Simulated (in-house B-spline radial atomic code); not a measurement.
A run on an ion of nuclear charge 5 with 5.8 electrons that did not converge. Method: non-relativistic PBEsol, spin-polarised, spherical fractional occupations, point nucleus; computed with a B-spline radial code for spherical atoms.

Command:
```bash
python run_scf.py task.json out
```
Settings:
```
Z                5
configuration    [He] 2s2 2p1.8
hamiltonian      nr
method           pbesol
spin_polarised   True
```

First and last ten iterations of the last attempt (damped for 15 steps, keeping 80 % of the old Fock matrix, then DIIS):
```
 iter        energy (Eh)    residual
    1         -24.040041    8.34e-02
    2         -24.227288    6.10e-02
    3         -24.360886    4.17e-02
    4         -24.437263    2.65e-02
    5         -24.477524    1.58e-02
    6         -24.496625    8.85e-03
    7         -24.223163    2.83e-02
    8         -24.475682    1.68e-02
    9         -24.494447    9.94e-03
   10         -24.502927    5.16e-03
  111         -24.150265    3.44e-02
  112         -24.149683    3.44e-02
  113         -24.149479    3.44e-02
  114         -24.150112    3.43e-02
  115         -24.150556    3.42e-02
  116         -24.150497    3.41e-02
  117         -24.152053    3.40e-02
  118         -24.151757    3.39e-02
  119         -24.151275    3.42e-02
  120         -24.478546    1.63e-02
 not converged after 120 iterations
```

The smallest residual met was 1.1e-03; the threshold is about 1e-07. No energy from this run should be used. The likely cause: this method binds the added charge weakly or not at all at the basis-set limit, so charge moves back and forth between the atom and the box. Cost of the run: 0.61 s on 1 thread of Arm Neoverse V1, on a shared host.
